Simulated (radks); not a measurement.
Results of a calculation; reference values are marked as such.
Orbital eigenvalues (eV) of neutral copper, [Ar] 3d10 4s1, at several levels of relativity; Dirac values are averaged over j with weights 2j + 1. Spin-unpolarised spherical Kohn-Sham, PBEsol, point nucleus unless stated (finite: rms radius 3.8823 fm), a radial shooting solver on a logarithmic mesh with Libxc functionals. A level marked "c x" has the speed of light scaled by that factor.

| shell | non-rel. | scalar-rel., finite nucleus | Dirac, c x 0.85 | Dirac, c x 1.25 | change of magnitude, last against first (%) |
|---|---|---|---|---|---|
| 1s | -8738.5 | -8842.9 | -8881.2 | -8803.4 | +0.74 |
| 2s | -1038.9 | -1061.4 | -1069.9 | -1053.0 | +1.36 |
| 2p | -911.07 | -916.43 | -918.19 | -914.32 | +0.36 |
| 3s | -110.65 | -114.40 | -115.86 | -113.01 | +2.13 |
| 3p | -70.962 | -72.000 | -72.407 | -71.618 | +0.92 |
| 3d | -5.2352 | -5.0600 | -4.9969 | -5.1233 | -2.14 |
| 4s | -4.4348 | -4.6086 | -4.6802 | -4.5441 | +2.46 |
